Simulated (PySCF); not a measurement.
ScCl2, SMILES [Cl][Sc+][Cl], charge +1.

The structure is a stationary point at B3LYP-D3(BJ)/def2-TZVP. The multiplicity is an assumed one; other spin states were not compared. The isomer is the one that the SMILES or the coordinates give; other isomers of the formula were not compared.

Level of theory: TDA-CAM-B3LYP/def2-SVPD (PySCF).

Vertical excitations.  State labels are in the subgroup C2v.

### Question
Give excitation energies, oscillator strengths and character. (Estimate from the structure and the level; the computed values follow.)

### Answer

| state | symmetry | energy (eV) | λ (nm) | f | main pairs |
|---|---|---|---|---|---|
| S1 | B2 | 4.12 | 301 | 0.000 | HOMO→LUMO 93 % |
| S2 | A2 | 4.24 | 292 | 0.000 | HOMO→LUMO+1 97 % |
| S3 | A2 | 4.48 | 277 | 0.000 | HOMO−2→LUMO 90 % |
| S4 | B1 | 4.48 | 277 | 0.015 | HOMO−1→LUMO 82 % |
| S5 | B1 | 4.55 | 273 | 0.002 | HOMO→LUMO+3 75 %, HOMO−3→LUMO+1 19 % |
| S6 | B2 | 4.59 | 270 | 0.000 | HOMO−2→LUMO+1 56 %, HOMO→LUMO+2 33 % |
| S7 | A1 | 4.61 | 269 | 0.002 | HOMO−3→LUMO 50 %, HOMO−1→LUMO+1 40 %, HOMO−3→LUMO+2 8 % |
| S8 | B2 | 4.77 | 260 | 0.021 | HOMO→LUMO+2 41 %, HOMO−2→LUMO+1 31 %, HOMO−1→LUMO+3 15 %, HOMO−4→LUMO 8 % |
| S9 | A1 | 4.78 | 260 | 0.001 | HOMO−1→LUMO+1 49 %, HOMO−3→LUMO 42 % |
| S10 | B1 | 4.85 | 256 | 0.005 | HOMO−3→LUMO+1 75 %, HOMO→LUMO+3 19 % |
| T1 | B2 | 4.08 | 304 | 0 | HOMO→LUMO 86 % |
| T2 | A2 | 4.16 | 298 | 0 | HOMO→LUMO+1 92 % |
| T3 | A1 | 4.23 | 293 | 0 | HOMO−1→LUMO+1 61 %, HOMO−2→LUMO+3 33 % |
| T4 | B2 | 4.27 | 291 | 0 | HOMO−2→LUMO+1 62 %, HOMO−1→LUMO+3 28 % |
Triplets are in the Tamm–Dancoff approximation.
